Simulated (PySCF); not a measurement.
Here is a computed PBE0-D3(BJ)/def2-SVP geometry (Å):
```
atom  x, y, z in Å
Si1    2.227   -1.226    0.497
O2     1.461   -0.562   -0.820
Si3    0.269    0.348   -1.474
O4    -0.077    1.628   -0.507
Si5   -0.195    2.255    1.027
O6    -1.101   -0.570   -1.642
Si7   -2.306   -1.209   -0.722
Br8   -1.429   -2.121    1.117
H9     3.686   -0.943    0.377
H10    1.710   -0.612    1.756
H11    2.003   -2.697    0.523
H12    0.667    0.816   -2.810
H13   -0.808    3.609    0.929
H14    1.161    2.361    1.641
H15   -1.054    1.373    1.872
H16   -2.981   -2.285   -1.485
H17   -3.250   -0.155   -0.269
```

Neutral, closed shell.

Question: Which heavy atoms are bonded, and with what formal order?

Answer: Si1–O2 1.66 Å (single); O2–Si3 1.64 Å (single); Si3–O4 1.64 Å (single); O4–Si5 1.66 Å (single); Si3–O6 1.66 Å (single); O6–Si7 1.65 Å (single); Si7–Br8 2.23 Å (single). Bonds to hydrogen (Å): Si1–H9 1.49; Si1–H10 1.49; Si1–H11 1.49; Si3–H12 1.47; Si5–H13 1.49; Si5–H14 1.49; Si5–H15 1.49; Si7–H16 1.48; Si7–H17 1.49.

Question: Give the structure as a SMILES string.

Answer: `[SiH3]O[SiH](O[SiH3])O[SiH2]Br`, BrH9O3Si4. Among its features: Si–H bond and siloxane link.

Question: What is the point group of this geometry?

Answer: C1 (no symmetry element, even within 0.4 Å).

Question: Classify the heavy atoms.

Answer: Si1/Si5: oxygen-bound silicon; O2/O4: siloxane oxygen; Si3: oxygen-bound silicon; O6: siloxane oxygen; Si7: oxygen-bound silicon; Br8: bromine bonded to Si.

Question: What is the arrangement about O6?

Answer: It has 2 neighbours (Si3, Si7) and is bent (angle 139.8°).

Question: What is the arrangement about Si7?

Answer: It has 4 neighbours (O6, Br8, H16, H17) and is tetrahedral (angles from 106.8° to 112.5°).
